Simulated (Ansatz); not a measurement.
The same hydrogenolysis along the group F, Cl, Br.

Isolated molecules relaxed with PBE0-D4/def2-TZVP in Ansatz; ΔE leaves out vibrations. CCSD(T)/CBS is the MP2 limit (def2-TZVPP, def2-QZVPP) plus CCSD(T) − MP2 in def2-TZVPP, frozen cores. This one scheme is used for every species. Functionals use def2-TZVPP. B3LYP here is the variant with VWN-RPA as its local correlation; programs differ in this. For Br, Mg outer-core shells are correlated without core-valence functions, which leaves a few kJ/mol of doubt a bond. Scalar relativity is left out up to krypton. Each species was taken in one conformer, which may not be the lowest.

```json
{"reaction": "`[NH2][Mg][F]` + H₂ → `[F][MgH]` + NH₃", "PBE-D4 (kJ/mol)": "28", "ωB97M-V (kJ/mol)": "28", "MP2/CBS(def2) (kJ/mol)": "45", "B3LYP-D4 (kJ/mol)": "30", "CCSD(T)/CBS(def2) (kJ/mol)": "35"}
{"reaction": "`[NH2][Mg][Cl]` + H₂ → `[MgH][Cl]` + NH₃", "PBE-D4 (kJ/mol)": "29", "ωB97M-V (kJ/mol)": "30", "MP2/CBS(def2) (kJ/mol)": "48", "B3LYP-D4 (kJ/mol)": "31", "CCSD(T)/CBS(def2) (kJ/mol)": "38"}
{"reaction": "`[NH2][Mg][Br]` + H₂ → `[MgH][Br]` + NH₃", "PBE-D4 (kJ/mol)": "29", "ωB97M-V (kJ/mol)": "30", "MP2/CBS(def2) (kJ/mol)": "49", "B3LYP-D4 (kJ/mol)": "32", "CCSD(T)/CBS(def2) (kJ/mol)": "38"}
```

Largest T1 diagnostic: 0.011, for `[F][MgH]`.
